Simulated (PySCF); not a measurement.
## ZrCl₄: calculation against measurement

Isolated ZrCl₄, optimised in PySCF with density fitting and no spin–orbit coupling; def2 sets carry scalar-relativistic core potentials from Rb on. All levels below give a singlet of Td symmetry: B3LYP/def2-TZVP Zr–Cl 2.336 Å (×4); B3LYP/def2-SVP Zr–Cl 2.339 Å (×4).

Formally Zr is in oxidation state +4, d0. The polar-tensor charge on Zr, 2.26, is far below the formal one.

Q: The tabulated gas-phase entropy at 298.15 K and 1 bar is 367.69 J/(mol K) (Chase, 1998, NIST Chemistry WebBook). What do rigid-rotor harmonic-oscillator sums give?

A: B3LYP/def2-TZVP 367.9, B3LYP/def2-SVP 368.6 J/(mol K).

Q: ΔfH°(298 K) is -869.98 kJ/mol (Chase, 1998, NIST Chemistry WebBook), and for the gaseous atoms Zr 610.0, Cl 121.3 kJ/mol (tabulated in the package mendeleev). Compare the atomisation enthalpy with the calculations.

A: From the tables it is 610.0 + 4 × 121.3 − (-870.0) = 1965 kJ/mol. To a computed De one adds −ZPE (-13.0), the atoms' spin–orbit lowering from NIST levels (-22.7) and the thermal terms (9.3), all taken at B3LYP/def2-TZVP.
```csv
level,De (kJ/mol),ΔatH°(298 K),computed − tabulated
B3LYP/def2-TZVP,1909,1882,-83
B3LYP/def2-SVP,1952,1925,-40
```
